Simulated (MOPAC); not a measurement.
MOPAC input (AM1):

```
AM1 1SCF CHARGE=-1 GEO-OK AUX(PRECISION=9) THREADS=1
F3S

F     1.72715667 1   -0.68083241 1    0.03696662 1
S     0.19289089 1    0.32406552 1    0.04439435 1
F    -1.42173473 1    1.19395524 1    0.03332705 1
F    -0.64833907 1   -1.08923931 1   -0.14921696 1
```

From the last part of the output:

```
                                                       MOPAC v23.2.5 Linux

          FINAL HEAT OF FORMATION =       -150.31916 KCAL/MOL =    -628.93535 KJ/MOL

          COSMO AREA              =         92.20 SQUARE ANGSTROMS
          COSMO VOLUME            =         74.85 CUBIC ANGSTROMS

          IONIZATION POTENTIAL    =          2.805532 EV
          HOMO LUMO ENERGIES (EV) =         -2.806  6.454
          NO. OF FILLED LEVELS    =         14
          MOLECULAR WEIGHT        =         89.0552         POINT GROUP:  C2v

          MOLECULAR DIMENSIONS (Angstroms)

            Atom       Atom       Distance
            F     3    F     1     3.66475
            F     4    S     2     1.65607
            S     2    F     1     0.00000

          SCF CALCULATIONS        =          1

   ATOM   CHEMICAL          X               Y               Z
  NUMBER   SYMBOL      (ANGSTROMS)     (ANGSTROMS)     (ANGSTROMS)

     1       F          1.72715667  *  -0.68083241  *   0.03696662  *
     2       S          0.19289089  *   0.32406552  *   0.04439435  *
     3       F         -1.42173473  *   1.19395524  *   0.03332705  *
     4       F         -0.64833907  *  -1.08923931  *  -0.14921696  *

                             CARTESIAN COORDINATES

   1    F        1.727156670    -0.680832410     0.036966620
   2    S        0.192890890     0.324065520     0.044394350
   3    F       -1.421734730     1.193955240     0.033327050
   4    F       -0.648339070    -1.089239310    -0.149216960

           Empirical Formula: F3 S  =     4 atoms

      MOLECULAR POINT GROUP   :   C2v

                  EIGENVALUES
 -41.95333 -39.06661 -36.58982 -13.98991 -11.35671 -10.31570  -9.44686  -8.59456
  -7.46690  -6.79783  -6.61318  -6.60771  -3.96666  -2.80553   6.45374   7.80986

              NET ATOMIC CHARGES AND DIPOLE CONTRIBUTIONS

  ATOM NO.   TYPE          CHARGE      No. of ELECS.   s-Pop       p-Pop
    1          F          -0.583317        7.5833     1.96646     5.61686
    2          S           0.494382        5.5056     1.90040     3.60522
    3          F          -0.583317        7.5833     1.96646     5.61686
    4          F          -0.327749        7.3277     1.93682     5.39093
 DIPOLE           X         Y         Z       TOTAL
 POINT-CHG.     0.605     1.017     0.139     1.191
 HYBRID        -0.584    -0.981    -0.134     1.149
 SUM            0.021     0.036     0.005     0.042

          ATOMIC ORBITAL ELECTRON POPULATIONS

     Atom    s        px        py        pz
    1  F   1.96646   1.72490   1.89244   1.99952
    2  S   1.90040   0.78718   0.83384   1.98420
    3  F   1.96646   1.74268   1.87465   1.99953
    4  F   1.93682   1.82714   1.57166   1.99212

 **********************
 *                    *
 * JOB ENDED NORMALLY *
 *                    *
 **********************

 == MOPAC DONE ==
```

The dipole moment of an ion depends on the origin.
